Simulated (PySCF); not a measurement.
A survey of 19F NMR shifts

- σ from GIAO-PBE0/pcSseg-1
- GFN2-xTB structure
- code: PySCF
- one computed conformer, gas phase, no relativistic terms, fast rotation and ring inversion assumed for equivalent nuclei

Shieldings were converted by a linear fit to measured shifts: 19F (scatter 6.0 ppm rms, 7.0 ppm with the 5 outliers that the fit left out vs CFCl3, solution or neat liquid, with a term for F on sp3 carbon). A few per cent of atoms miss by over 2 rms, more outside the fitted compound classes.

(1) Give the 19F shifts of `C/C(=C/F)O[SiH2]CF`.

(2) Order these by 19F shift, lowest first.
A. F/C=C/CCl
B. C[Si@@H]1NC[C@@H](CF)N1
C. CO[C@@H](C)C(=O)OCC(F)(F)F
D. C#C[Si@H]1C/C(=C/F)C1=C
E. C[C@](Cl)(CF)CCl

Answers

(1) 
```csv
compound,environment,δ (ppm)
[CH3:1]/[C:2](=[CH:3]/[F:4])[O:5][SiH2:6][CH2:7][F:8],F4: vinylic fluorine,-173.0
[CH3:1]/[C:2](=[CH:3]/[F:4])[O:5][SiH2:6][CH2:7][F:8],F8: fluorine on an sp3 carbon,-277.0
```

(2) B (-221.0 ppm, fluorine on an sp3 carbon), E (-212.8 ppm, fluorine on an sp3 carbon), D (-120.5 ppm, vinylic fluorine), A (-112.4 ppm, vinylic fluorine), C (-75.0 ppm, fluorine of a CF3 group).
